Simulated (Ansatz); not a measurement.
Gas-phase electronic energies from Ansatz, PBE0-D4/def2-TZVP geometries. CCSD(T)/CBS is the MP2 limit (def2-TZVPP, def2-QZVPP) plus CCSD(T) − MP2 in def2-TZVPP, frozen cores. Functionals use def2-TZVPP. For Ge outer-core shells are correlated without core-valence functions, which leaves a few kJ/mol of doubt a bond. Scalar relativity is left out up to krypton. One conformer a species, not always the lowest.

Consider the cleavage of the Si–Ge bond: `[SiH3][GeH2][SiH2][GeH2][GeH3]` + `CC[Si]O` → `CC[Si]O[SiH3]` + `[GeH3][SiH2][GeH2][GeH3]`.

`[SiH3][GeH2][SiH2][GeH2][GeH3]`:

```xyz
17

Si    1.240   -2.140   -1.002
Ge    1.873   -0.458    0.557
Si    0.018    0.097    1.942
Ge   -1.865    0.492    0.542
Ge   -1.260    2.026   -1.235
H     2.376   -2.508   -1.888
H     0.783   -3.353   -0.275
H     0.119   -1.638   -1.841
H     2.314    0.803   -0.211
H     3.068   -0.934    1.404
H    -0.259   -1.022    2.884
H     0.311    1.321    2.738
H    -3.049    1.065    1.343
H    -2.319   -0.840   -0.085
H    -0.761    3.353   -0.639
H    -2.461    2.316   -2.151
H    -0.129    1.420   -2.083
```

`CC[Si]O`:

Z-matrix (Å, degrees):
```
C
C 1 1.522
H 1 1.095 2 111.6
H 1 1.093 2 112.4 3 119.7
H 1 1.095 2 111.6 3 -120.5
Si 2 1.914 1 119.6 3 60.2
H 2 1.100 1 110.9 3 -177.0
H 2 1.101 1 110.9 3 -62.4
O 6 1.654 2 102.3 1 -0.6
H 9 0.963 6 118.6 2 0.1
```

`CC[Si]O[SiH3]`:

Z-matrix (Å, degrees):
```
C
C 1 1.531
H 1 1.093 2 111.7
H 1 1.094 2 111.9 3 -120.0
H 1 1.095 2 111.8 3 119.9
Si 2 1.908 1 112.2 3 -177.2
H 2 1.099 1 110.2 3 61.1
H 2 1.096 1 110.1 3 -56.3
O 6 1.651 2 101.1 1 -67.0
Si 9 1.643 6 150.4 2 -4.8
H 10 1.483 9 108.6 6 -141.9
H 10 1.488 9 111.0 6 -21.9
H 10 1.485 9 109.2 6 98.4
```

`[GeH3][SiH2][GeH2][GeH3]`:

```xyz
14

Ge    1.614   -1.483   -0.974
Si    1.024   -0.625    1.165
Ge   -0.262    1.359    0.903
Ge   -2.168    0.930   -0.532
H     2.368   -0.416   -1.785
H     2.508   -2.728   -0.856
H     0.343   -1.867   -1.751
H     2.254   -0.354    1.959
H     0.211   -1.638    1.892
H     0.609    2.455    0.261
H    -0.748    1.882    2.268
H    -1.684    0.523   -1.933
H    -3.055    2.180   -0.660
H    -3.013   -0.218    0.044
```

CCSD(T)/CBS gives -66.6 kJ/mol.

Q: Another level gave -72.1 kJ/mol. Which?
A. CCSD(T)/def2-TZVPP
B. HF/def2-TZVPP
C. revPBE-D4/def2-TZVPP
D. CCSD/def2-TZVPP

A: D. CCSD/def2-TZVPP -72.1, revPBE-D4 -48.6, CCSD(T)/def2-TZVPP -67.5, HF/def2-TZVPP -101.0 kJ/mol.

Largest T1 diagnostic among the species: 0.013.

From r2SCAN to r2SCAN0 (25 % exact exchange), in def2-TZVPP and without D4, ΔE moves by −3.0 kJ/mol. In def2-TZVPP, CCSD(T) changes the Hartree–Fock value by +33.5 kJ/mol (the triples alone add +4.6 kJ/mol) and MP2 by +31.4 kJ/mol.
